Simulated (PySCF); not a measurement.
A side-by-side comparison of computed properties.

First species: C8H18O.
Cartesian coordinates in Å at the GFN2-xTB level; atoms count from 1:
```
atom  x, y, z in Å
C1    -1.8162    1.8278   -1.0178
C2    -1.2543    0.4976   -1.5040
C3    -0.7000   -0.3696   -0.3583
C4    -1.7735   -0.7156    0.6780
C5    -1.3006   -1.7993    1.6387
O6     0.3451    0.2972    0.3282
C7     1.6428    0.1798   -0.2280
C8     2.3338   -1.1023    0.2458
C9     2.4300    1.4129    0.2072
H10   -2.0160    2.4848   -1.8613
H11   -2.7432    1.6833   -0.4696
H12   -1.0960    2.3092   -0.3609
H13   -2.0224   -0.0699   -2.0328
H14   -0.4434    0.6923   -2.2104
H15   -0.3208   -1.3067   -0.7971
H16   -2.0002    0.1880    1.2429
H17   -2.6765   -1.0426    0.1595
H18   -0.3830   -1.4813    2.1265
H19   -1.1085   -2.7300    1.1077
H20   -2.0537   -1.9871    2.4005
H21    1.5777    0.1638   -1.3273
H22    3.3199   -1.1835   -0.2035
H23    1.7512   -1.9775   -0.0330
H24    2.4353   -1.0852    1.3280
H25    1.9500    2.3141   -0.1650
H26    2.4563    1.4601    1.2925
H27    3.4461    1.3661   -0.1744
```

Second species: C7H13OPS.
InChI=1S/C7H13OPS/c1-6(2)7-4-9(7,8)5-10-3/h4,6H,5H2,1-3H3/t9-/m0/s1

Levels: PBE0/pcSseg-1 for dipole moment, HOMO energy, LUMO energy and HOMO–LUMO gap; GFN2-xTB for rotational constant A and rotational constant C. Geometries: GFN2-xTB. Each structure is a single optimised conformer of the isolated species, non-relativistic unless stated; the electronic structure was computed with PySCF and density fitting.

Dipoles, sizes and rotational constants follow the conformer. The torsions of the flexible species, by atom-mapped SMILES:
- `[CH3:1][CH2:2][CH:3]([CH2:4][CH3:5])[O:6][CH:7]([CH3:8])[CH3:9]`: C1–C2–C3–C4 60°, C2–C3–C4–C5 168°, C2–C3–O6–C7 -85°, C3–O6–C7–C8 -85°
- `[CH3:1][S:2][CH2:3][P@@:4]1(=[O:5])[CH:6]=[C:7]1[CH:8]([CH3:9])[CH3:10]`: C1–S2–C3–P4 -51°, S2–C3–P4–O5 -49°, C6–C7–C8–C9 116°

| property | column X | column Y |
| --- | --- | --- |
| dipole moment | 1.14 D | 4.97 D |
| HOMO energy | -7.12 eV | -6.51 eV |
| LUMO energy | 1.38 eV | -0.62 eV |
| HOMO–LUMO gap | 8.50 eV | 5.89 eV |
| rotational constant A | 1.745 GHz | 2.049 GHz |
| rotational constant C | 0.825 GHz | 0.473 GHz |

Question: Which column belongs to which species?

Answer: Column X is the first species and column Y the second. The first has 27 atoms and 74 electrons, the second 23 and 94.

Question: How does each property change from the first species to the second?

Answer: dipole moment +3.83 D; HOMO energy +0.61 eV; LUMO energy -2.00 eV; HOMO–LUMO gap -2.61 eV; rotational constant A +0.304 GHz; rotational constant C -0.352 GHz.

On the first: The dipole matches unit charges of opposite sign 0.24 Å apart (1 e·Å = 4.8032 D). A dipole of 1.14 D is allowed in C1, and pure rotational transitions are dipole-allowed.

On the second: The dipole matches unit charges of opposite sign 1.03 Å apart (1 e·Å = 4.8032 D). A dipole of 4.97 D is allowed in C1, and pure rotational transitions are dipole-allowed.
